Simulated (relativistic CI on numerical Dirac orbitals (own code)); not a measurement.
## Transition arrays of Se XV

These numbers are calculated, not measured: Dirac-Coulomb-Breit CI, orbitals from a KLI potential per configuration, a model potential for QED, valence Slater integrals scaled by 0.9, whole transition arrays (own radial code, finite nucleus).

Configurations in the expansion (outside the closed core [Ne] 3s2): 3p⁶3d², 3p⁶3d4f, 3p⁵3d³, 3p⁶3d4p, 3p⁶3d5f. Levels of other configurations are missing.

All E1 lines from the levels of 3p⁶3d²; mean and standard deviation are weighted by gf, and upper levels are sorted by their leading configuration.

```
Upper configuration  Lines   Σgf  Mean (eV)  Mean (nm)  σ (eV)  Strongest line (nm)
            3p⁶3d4f     81  66.6     271.15      4.573    2.58                4.577
             3p⁵3d³    466  92.3     118.62     10.453    7.61               10.072
            3p⁶3d4p     60   3.6     205.64      6.029    2.54                6.065
            3p⁶3d5f     81  22.8     342.44      3.621    2.77                3.636
```

Σgf per state of the lower configuration in bins of 0.2 nm over the central range (centre: value): 3.5: 0.19, 3.7: 0.31, 4.5: 1.12, 4.7: 0.36, 5.9: 0.04, 6.1: 0.04, 9.5: 0.03, 9.7: 0.21, 9.9: 0.32, 10.1: 0.29, 10.3: 0.37, 10.5: 0.12, 10.7: 0.15, 10.9: 0.15, 11.1: 0.05, 11.3: 0.21, 11.5: 0.02, 11.7: 0.03.

(1) How do configuration mixing and the scaling of the Slater integrals move the arrays?

Answers

(1) Slater scale 0.9, no configuration mixing: 3p⁶3d4f 270.9 ± 2.5 eV (Σgf 59.8), 3p⁵3d³ 118.6 ± 7.5 eV (Σgf 96.3), 3p⁶3d4p 205.7 ± 2.4 eV (Σgf 4.5), 3p⁶3d5f 342.3 ± 2.7 eV (Σgf 18.1); Slater scale 1: 3p⁶3d4f 271.4 ± 2.9 eV (Σgf 67.6), 3p⁵3d³ 120.9 ± 8.3 eV (Σgf 93.6), 3p⁶3d4p 205.7 ± 2.8 eV (Σgf 3.5), 3p⁶3d5f 342.5 ± 3.1 eV (Σgf 23.2); Slater scale 0.8: 3p⁶3d4f 270.9 ± 2.3 eV (Σgf 65.6), 3p⁵3d³ 116.3 ± 6.9 eV (Σgf 91.1), 3p⁶3d4p 205.6 ± 2.3 eV (Σgf 3.7), 3p⁶3d5f 342.4 ± 2.5 eV (Σgf 22.4). With mixing, levels are counted to their leading configuration, so an array can shrink or vanish into another, and the sums then hold other lines.
